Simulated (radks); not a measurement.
Numerical settings for the nickel ion Ni3+, [Ar] 3d7. Calculated with a radial shooting solver on a logarithmic mesh with Libxc functionals: scalar-relativistic Kohn-Sham, r2SCAN, spin-polarised, spherical densities, finite nucleus; open shells are filled with parallel spins first; meta-GGA in the generalised Kohn-Sham scheme; Fermi nuclear charge, rms radius 3.7757 fm. The defaults (mesh step 0.008 in ln r, mesh end at 40 bohr or more with all orbitals vanishing there, Anderson mixing 0.5 over 9 steps, residual threshold near 1e-9 with the energy settled to 1e-9 hartree or 1e-11 of itself, here a cap of 100 iterations) give E = -1518.530 hartree and 3d at -44.534 eV in 13 iterations. Run on one thread of a shared host, so times are rough (Arm Neoverse N1): 0.18 s of CPU time, 0.18 s wall, 13 iterations on 2189 mesh points. One setting is changed at a time: mesh step in ln r 0.2; mesh step in ln r 0.005; mesh step in ln r 0.12; mesh end (bohr) 8; mesh end (bohr) 20; residual threshold 0.001; residual threshold 0.01; mixing 0.05; linear mixing, mixing 0.2; linear mixing, mixing 1; mixing history 3; iteration cap 3. Which runs fail to converge, and which converge to a wrong energy?

Answer. Not converged within the cap: mesh step in ln r 0.2; mesh step in ln r 0.12; linear mixing, mixing 1; iteration cap 3. No run marked as converged misses the energy by more than 1 mhartree.
